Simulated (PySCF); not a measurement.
C₃H₃Cl₂F, SMILES F/C(Cl)=C(/Cl)C.

Geometry optimised at TPSSh-D3(BJ)/def2-SVP.

Two levels are set side by side: PBE/def2-TZVP (PySCF) and M06-2X/def2-TZVP (PySCF). Same geometry, gas phase. Differences are taken from unrounded values.

```
quantity                     M06-2X    PBE  PBE minus M06-2X
---------------------------  ------  -----  ----------------
orbital gap (eV)               9.02   4.73             -4.29
highest occupied level (eV)   -8.34  -5.89              2.45
lowest empty level (eV)        0.68  -1.16             -1.84
dipole moment (D)              1.42   1.33             -0.10
mean polarisability (bohr³)    60.9   63.3               2.4
```

PBE's occupied levels lie high since its potential decays too fast outside the molecule; exact exchange lowers them and widens the gap. PBE's more diffuse valence density responds more strongly to a field. Differences between two approximate levels are no errors against the true value.

Rough cost on one machine, each run with all the roots and properties that it gave: M06-2X against PBE about 4 times.
